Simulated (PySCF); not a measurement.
Stretching TeN

Set-up: Te def2-SVPD with ECP28, N def2-SVPD; scalar-relativistic core potentials (PySCF 2.14). Energies in eV from Te + N in their ground configurations at the same level. All curves are PBE0. state 1: ²Π (doublet), unpaired electrons π ↑; state 2: ⁴Π (quartet), unpaired electrons π ↑↑↑, a second solution, started from another occupation; state 3: sextet, unpaired electrons σ ↑, π ↑↑↑↑, a second solution, started from another occupation.

| R (Å) | state 1 | state 2 | state 3 |
| --- | --- | --- | --- |
| 1.623 | -1.097 | 1.962 | 8.6573 |
| 1.698 | -1.950 | 0.591 | 6.6847 |
| 1.774 | -2.388 | -0.324 | 5.1884 |
| 1.830 | -2.527 | -0.787 | 4.3007 |
| 1.887 | -2.560 | -1.106 | 3.5685 |
| 1.944 | -2.521 | -1.311 | 2.9615 |
| 2.019 | -2.395 | -1.449 | 2.3066 |
| 2.113 | -2.166 | -1.467 | 1.6805 |
| 2.227 | -1.840 | -1.341 | 1.1357 |
| 2.378 | -1.395 | -1.039 | 0.6538 |

Question: Put a parabola through the three lowest points of the state 1 curve and estimate Re, k and ωe (reduced mass 12.64 u; 1 eV/Å² = 0.16022 mdyn/Å; ωe = 1302.8·√(k/μ) cm⁻¹).

Answer: Through R = 1.83, 1.887, 1.944 Å the second-order coefficient is 11.1 eV/Å², so Re ≈ 1.885 Å, k ≈ 3.55 mdyn/Å and ωe ≈ 690 cm⁻¹. A polynomial fit of higher order to the unrounded PBE0 energies gives Re = 1.880 Å, k = 3.75 mdyn/Å, ωe = 710 cm⁻¹; anharmonicity and rounding make the difference.

The higher-order fit for each curve: state 1: Re = 1.880 Å, ωe = 710 cm⁻¹, De = 2.56 eV; state 2: Re = 2.077 Å, ωe = 571 cm⁻¹, minimum 1.48 eV below the ground-state fragments. State 3 gave no clean fit.

⟨S²⟩ is raised (TeN 0.96), so spin contamination touches these numbers. ⟨S²⟩ of the unrestricted solution departs from its pure value on part of the curve, where spin states mix. Spin–orbit coupling is left out, which matters for elements this heavy, above all for dissociation energies. The state is the lowest determinant that a PBE0 search found; another state may lie lower at other levels.
